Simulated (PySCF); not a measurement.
Correlation energy of Ag³¹⁺ (silver, charge +31)

[Ne] 3s2 3p4, high-spin 3P determinant. Computed with PySCF 2.14 in an even-tempered Gaussian basis (18 s from 4.1 bohr⁻², ratio 2.5; 12 p from 5.4 bohr⁻², ratio 2.5; 5 d from 26 bohr⁻², ratio 2.7; 4 f from 38 bohr⁻², ratio 2.7), with scalar relativity by spin-free X2C-1e. Frozen: 1s2; 14 electrons correlated; the 21 highest virtual orbitals of each spin left out.

| level | correlation energy (mhartree) |
| --- | --- |
| CCSD | -570.56 |
| (T) | -1.39 |
| CCSD(T) | -571.95 |

Diagnostics: T1 = 0.00080, D1 = 0.0037, largest double amplitude 0.022.

Spin-orbit coupling is strong in this species (close to jj coupling), so the high-spin LS determinant is a model state, not a physical level.

Cost of the coupled-cluster step: of the order of 60 core-seconds, for 14 correlated electrons.

Iterations:

```
CC2 = 0
CCSD nocc = (np.int64(8), np.int64(6)), nmo = (85, 85)
frozen orbitals [[0, 86, 87, 88, 89, 90, 91, 92, 93, 94, 95, 96, 97, 98, 99, 100, 101, 102, 103, 104, 105, 106], [0, 86, 87, 88, 89, 90, 91, 92, 93, 94, 95, 96, 97, 98, 99, 100, 101, 102, 103, 104, 105, 106]]
max_cycle = 100
direct = 0
conv_tol = 1e-08
conv_tol_normt = 1e-06
diis_space = 8
diis_start_cycle = 0
Init t2, MP2 energy = -0.554878599816114
Init E_corr(UCCSD) = -0.554878599816565
cycle = 1  E_corr(UCCSD) = -0.567381690855917  dE = -0.012503091  norm(t1,t2) = 0.0101684
cycle = 2  E_corr(UCCSD) = -0.56992623942529  dE = -0.00254454857  norm(t1,t2) = 0.00222081
cycle = 3  E_corr(UCCSD) = -0.570562429255875  dE = -0.000636189831  norm(t1,t2) = 0.000524264
cycle = 4  E_corr(UCCSD) = -0.570555077807241  dE = 7.35144863e-06  norm(t1,t2) = 2.50419e-05
cycle = 5  E_corr(UCCSD) = -0.570555045387741  dE = 3.24195002e-08  norm(t1,t2) = 1.38447e-06
cycle = 6  E_corr(UCCSD) = -0.570555102136413  dE = -5.67486721e-08  norm(t1,t2) = 1.19409e-07
cycle = 7  E_corr(UCCSD) = -0.570555099698808  dE = 2.43760534e-09  norm(t1,t2) = 1.13471e-08
UCCSD converged
E(UCCSD) = -4594.591116133616  E_corr = -0.5705550996988076
UCCSD(T) correction = -0.00138918314101867
```

At this charge the one-electron X2C treatment keeps the bare 1/r₁₂, with no two-electron picture change or Breit term. The effect here is smaller than on the frozen 1s shell; and a scalar Hamiltonian misses the large spin-orbit splitting of the p shells, which matters for ns² → np² pairs.

Spin-orbit coupling is strong in this species, so the high-spin LS determinant is a model state.
